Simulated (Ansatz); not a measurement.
Computed with Ansatz on PBE0-D4/def2-TZVP structures; ΔE is electronic, products minus reactants. CCSD(T)/CBS is the MP2 limit (def2-TZVPP, def2-QZVPP) plus CCSD(T) − MP2 in def2-TZVPP, frozen cores. This one scheme is used for every species. Functionals use def2-TZVPP. HSE06 is defined as in plane-wave codes. One conformer a species, not always the lowest.

Reaction (formal hydrolysis of a C–B bond): `CC(=N)BCl` + H₂O → `CC(=N)O` + `BCl`

```tsv
level	ΔE (eV)
HSE06-D4	-0.01
ωB97X-V	-0.06
```

(1) What does CCSD(T)/CBS give? (Best estimate.)

Largest T1 diagnostic among the species: 0.013.

## Answers

(1) Computed: +0.12 eV. The listed levels differ from it by -0.13, -0.18 eV.

At CCSD(T), def2-SVP lies −0.22 eV from the extrapolated value and def2-TZVPP −0.05 eV. In def2-TZVPP, CCSD(T) changes the Hartree–Fock value by +0.24 eV (the triples alone add +0.02 eV) and MP2 by +0.26 eV. The D4 term adds +0.07 eV with B3LYP and +0.04 eV with PBE0; it sums over pairs of atoms, weighted by their polarisabilities, and B3LYP, whose exchange is more repulsive, gets the larger term.

B3LYP here is the variant with VWN-RPA as its local correlation; programs differ in this.
